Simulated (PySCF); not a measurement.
Question: What does the PBE0-D3(BJ)/def2-SVP structure of `N#CC=C=C(C#N)C=O` look like in three dimensions?

Answer: 
```xyz
11
C6H2N2O angstrom
N      3.0690    0.2823    1.5666
C      2.3434    0.0181    0.7030
C      1.4737   -0.3202   -0.3774
C      0.2063    0.0087   -0.4065
C     -1.0845    0.2805   -0.4193
C     -1.5941    1.4959   -0.9774
N     -2.0603    2.4605   -1.4190
C     -2.0711   -0.7075    0.1689
O     -1.7512   -1.7682    0.6165
H      1.9031   -0.8804   -1.2200
H     -3.1275   -0.3492    0.1427
```

Any rigid rotation of these coordinates is as good. Atoms count from 1 in this order. The 5 C–C bonds span 1.310 Å (C3=C4, drawn double) to 1.515 Å (C5–C8, drawn single), a spread of 0.205 Å.

Bonds between heavy atoms (Å): N1≡C2 1.158, C2–C3 1.428, C3=C4 1.310, C4=C5 1.319, C5–C6 1.431, C6≡N7 1.159, C5–C8 1.515, C8=O9 1.195.

Level of theory: PBE0-D3(BJ)/def2-SVP geometry optimisation, gas phase (PySCF).

Point group: C1 (no symmetry element, even within 0.4 Å). Whether it is a minimum is left open (no frequencies). The numbers are those of one conformer (C4–C5–C8–O9 -3°).

Time: 65 s; peak memory 0.67 GiB. Hardware: an Arm Neoverse N1 with one thread, shared host with 64 logical CPUs at a one-minute load of 8.6. This is the geometry optimisation.
